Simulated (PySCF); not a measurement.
Co⁺: excitation energy

Co⁺ [Ar] 3d8 (3F) → Co⁺ [Ar] 3d7 4s1 (5F), as a difference of total energies. Calculation: PySCF 2.14, in x2c-TZVPPall with one added diffuse shell each of s, p, d, f type (7s6p5d3f1g, 80 functions); scalar relativity by spin-free X2C-1e. Correlated levels: valence: [Ar] frozen; valence and next inner shell: [Ne] frozen. The calculations carry no spin-orbit coupling.

**Question.** Order these methods by the excitation energy they give, lowest first.
A. M06-2X
B. MP2 (valence and next inner shell)
C. MP2 (valence)
D. r2SCAN

**Answer.** D (0.201 eV), A (0.236 eV), C (0.514 eV), B (0.964 eV).

Errors of the correlated levels include the incompleteness of this basis and the frozen core.

For comparison: 0.429 eV (measured; NIST levels, between the centres of gravity of the two terms).
